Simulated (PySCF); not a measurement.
From one molecule to another.

First species: C3H7FOSi.
Atom-mapped SMILES: `[OH:1][SiH2:2]/[CH:3]=[CH:4]\[CH2:5][F:6]` (hydrogens: H7 on O1; H8, H9 on Si2; H10 on C3; H11 on C4; H12, H13 on C5)

Cartesian coordinates in Å at the GFN2-xTB level; atoms count from 1:
```
atom  x, y, z in Å
O1     2.1103   -0.3870    0.8748
Si2    1.6289    0.3293   -0.4995
C3    -0.0896    1.1235   -0.3959
C4    -1.2475    0.5827   -0.0471
C5    -1.5055   -0.8305    0.3678
F6    -0.4044   -1.6476    0.2636
H7     1.6511   -1.1573    1.2007
H8     2.6100    1.4023   -0.6044
H9     1.6400   -0.5978   -1.6320
H10   -0.1238    2.1694   -0.6740
H11   -2.1635    1.1653   -0.0295
H12   -1.8246   -0.8728    1.4179
H13   -2.2856   -1.2791   -0.2601
```

Second species: C3H7FOSi.
Atom-mapped SMILES: `[OH:1][SiH2:2]/[CH:3]=[CH:4]/[CH2:5][F:6]` (hydrogens: H7 on O1; H8, H9 on Si2; H10 on C3; H11 on C4; H12, H13 on C5)

Levels: wB97X-D/def2-SVPD for dipole moment, HOMO energy, LUMO energy, HOMO–LUMO gap, static isotropic polarisability and electronic spatial extent ⟨r²⟩ about the centre of nuclear charge; TDDFT wB97X-D/def2-SVPD for lowest singlet excitation; TDA wB97X-D/def2-SVPD for lowest triplet excitation (Tamm–Dancoff); GFN2-xTB for rotational constant A and rotational constant C. Geometries: GFN2-xTB. All species are isolated and taken at one optimised geometry, non-relativistic unless stated. Electronic properties by PySCF.

The conformers computed, where there is a choice (atom-mapped SMILES and torsion angles):
- `[OH:1][SiH2:2]/[CH:3]=[CH:4]\[CH2:5][F:6]`: O1–Si2–C3–C4 -55°, C3–C4–C5–F6 -5°, H–O1–Si2–C3 66°
- `[OH:1][SiH2:2]/[CH:3]=[CH:4]/[CH2:5][F:6]`: O1–Si2–C3–C4 9°, C3–C4–C5–F6 1°, H–O1–Si2–C3 60°

```tsv
property	column X	column Y
dipole moment	3.15 D	2.06 D
HOMO energy	-9.72 eV	-9.69 eV
LUMO energy	1.12 eV	1.33 eV
HOMO–LUMO gap	10.84 eV	11.02 eV
lowest singlet excitation	6.36 eV	6.76 eV
lowest triplet excitation (Tamm–Dancoff)	4.34 eV	4.44 eV
static isotropic polarisability	66.7 au	67.9 au
electronic spatial extent ⟨r²⟩ about the centre of nuclear charge	766 bohr²	1072 bohr²
rotational constant A	4.302 GHz	8.466 GHz
rotational constant C	1.610 GHz	1.011 GHz
```

**Question.** Which column belongs to which species?

**Answer.** Column X is the first species and column Y the second. The first has 13 atoms and 56 electrons, the second 13 and 56.

**Question.** How does each property change from the first species to the second?

**Answer.** dipole moment -1.09 D; HOMO energy +0.03 eV; LUMO energy +0.21 eV; HOMO–LUMO gap +0.18 eV; lowest singlet excitation +0.40 eV; lowest triplet excitation (Tamm–Dancoff) +0.10 eV; static isotropic polarisability +1.2 au; electronic spatial extent ⟨r²⟩ about the centre of nuclear charge +306 bohr²; rotational constant A +4.164 GHz; rotational constant C -0.599 GHz.

On the first: In atomic units the dipole is 1.24 e·bohr (1 au = 2.5417 D). The principal polarisabilities are 54.4, 62.9 and 82.8 au; their mean is the isotropic value.

On the second: The principal polarisabilities are 54.5, 62.2 and 86.9 au; their mean is the isotropic value. The polarisability is 10.06 Å³ as a volume (1 au = 0.148185 Å³), or 1.21 au for each of the 56 electrons.
